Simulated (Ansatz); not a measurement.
Cost and result for the atomization energy of `FCSC[SiH3]` (12 atoms, 11 bonds).

Cartesian coordinates in Å:
```
F -0.400 1.902 1.875
C -0.230 1.864 0.505
S 1.249 1.004 0.020
C 0.770 -0.703 0.400
Si -0.322 -1.440 -0.943
H -1.117 1.392 0.077
H -0.130 2.887 0.137
H 1.704 -1.266 0.460
H 0.320 -0.736 1.394
H -1.521 -0.587 -1.156
H 0.452 -1.513 -2.208
H -0.776 -2.805 -0.561
```

Total charge 0; spin multiplicity 1. The structure was optimised at the PBE0-D4/def2-TZVP level. It is one conformer, not always the lowest. Program: Ansatz. All runs use 4 threads of an Arm Neoverse V1 on a shared host. Times are those of one run each, without the atoms' runs, and a repeat can differ threefold. Electronic energies, without spin–orbit coupling; frozen cores. CCSD(T)/CBS adds CCSD(T) − MP2 in def2-TZVPP to the MP2 limit, and its time is that of the two runs behind it. T1 = 0.012. B3LYP takes the VWN-RPA correlation (the form of Gaussian; ORCA's B3LYP/G).

CCSD(T)/CBS is a level of theory with its own doubt, some kJ/mol a heavy atom from the limit and from the frozen cores, so smaller differences don't rank the functionals.

```json
{"level": "PBE-D4/def2-TZVPP (with forces)", "functions": "275", "wall time": "3.1 s", "atomization (kcal/mol)": "1000.0", "difference from CCSD(T)/CBS": "14.8", "per bond": "1.3"}
{"level": "PBE0-D4/def2-TZVPP", "functions": "275", "wall time": "4 s", "atomization (kcal/mol)": "985.1", "difference from CCSD(T)/CBS": "-0.1", "per bond": "0.0"}
{"level": "r2SCAN-D4/def2-TZVPP (with forces)", "functions": "275", "wall time": "6 s", "atomization (kcal/mol)": "987.2", "difference from CCSD(T)/CBS": "2.0", "per bond": "0.2"}
{"level": "B3LYP-D4/def2-TZVPP (with forces)", "functions": "275", "wall time": "6.5 s", "atomization (kcal/mol)": "983.2", "difference from CCSD(T)/CBS": "-2.0", "per bond": "-0.2"}
{"level": "B2PLYP/def2-TZVPP", "functions": "275", "wall time": "7.5 s", "atomization (kcal/mol)": "971.2", "difference from CCSD(T)/CBS": "-14.0", "per bond": "-1.3"}
{"level": "ωB97X-V/def2-TZVPP", "functions": "275", "wall time": "9.5 s", "atomization (kcal/mol)": "990.4", "difference from CCSD(T)/CBS": "5.2", "per bond": "0.5"}
{"level": "ωB97M-V/def2-TZVPP (with forces)", "functions": "275", "wall time": "14 s", "atomization (kcal/mol)": "988.9", "difference from CCSD(T)/CBS": "3.7", "per bond": "0.3"}
{"level": "MP2/def2-QZVPP", "functions": "521", "wall time": "30 s", "atomization (kcal/mol)": "984.8", "difference from CCSD(T)/CBS": "-0.4", "per bond": "0.0"}
{"level": "CCSD(T)/def2-TZVPP", "functions": "275", "wall time": "4.3 min", "atomization (kcal/mol)": "959.0", "difference from CCSD(T)/CBS": "-26.2", "per bond": "-2.4"}
{"level": "CCSD(T)/CBS(def2)", "functions": "–", "wall time": "4.7 min", "atomization (kcal/mol)": "985.2", "difference from CCSD(T)/CBS": "0.0", "per bond": "0.0"}
```

The D4 term adds +10.3 kcal/mol with B3LYP and +5.4 kcal/mol with PBE0; it sums over pairs of atoms, weighted by their polarisabilities, and B3LYP, whose exchange is more repulsive, gets the larger term. In def2-TZVPP, CCSD(T) changes the Hartree–Fock value by +239.5 kcal/mol (the triples alone add +14.0 kcal/mol) and MP2 by +249.8 kcal/mol; breaking electron pairs costs correlation energy, which Hartree–Fock lacks. From PBE to PBE0 (25 % exact exchange), in def2-TZVPP and without D4, the atomization energy moves by −13.9 kcal/mol: exact exchange takes away binding that semilocal exchange gives to molecules.
